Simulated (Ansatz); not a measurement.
Pulling on the Se1–Se2 bond in Se2 (multiplicity 3 held). Energies count from the point at 2.188 Å.


Unrestricted levels (U-) break spin symmetry where that is lower. Active spaces are followed from rest. Curves can end on different states.

Frozen-core correlation. Filled d and f shells under p-block atoms count as core.

Programs: Ansatz (Gaussian basis) for Hartree–Fock, density functionals and correlated methods. Each number belongs to the level named beside it.

Energies in kcal/mol.

| R (Å) | U-SCS-MP2/cc-pVDZ | U-CCSD/cc-pVDZ | FIC-NEVPT4(SD) on CASSCF(12,8)/cc-pVDZ | FIC-MRCISD+Q on CASSCF(12,8)/cc-pVDZ |
|---|---|---|---|---|
| 1.751 | 101.3 | 104.0 | 106.8 | 106.9 |
| 1.969 | 15.9 | 18.1 | 19.8 | 19.9 |
| 2.188 | 0.0 | 0.0 | 0.0 | 0.0 |
| 2.407 | 15.5 | 9.3 | 6.6 | 6.5 |
| 2.626 | 33.4 | 26.5 | 21.6 | 21.5 |
| 2.954 | 61.5 | 51.4 | 44.1 | 43.9 |
| 3.282 | 70.1 | 65.2 | 58.5 | 58.2 |
| 3.829 | 74.2 | 70.8 | 65.7 | 65.2 |
| 4.376 | 74.9 | 71.5 | 66.5 | 66.0 |
| 5.033 | 75.3 | 71.9 | 66.8 | 66.2 |
| 5.908 | 75.5 | 72.1 | 66.9 | 66.4 |
| 7.002 | 75.5 | 72.1 | 67.0 | 66.5 |
| 8.753 | 75.6 | 72.1 | 67.0 | 66.5 |

Doubts at one or more of the structures used: a spin-contaminated determinant (U-SCS-MP2/cc-pVDZ, U-CCSD/cc-pVDZ); T1 above 0.05 (U-CCSD/cc-pVDZ); the program's own flag: other amplitudes (U-CCSD/cc-pVDZ); the program's own flag: large difference (U-CCSD/cc-pVDZ).

Ansatz is a program for electronic structure.
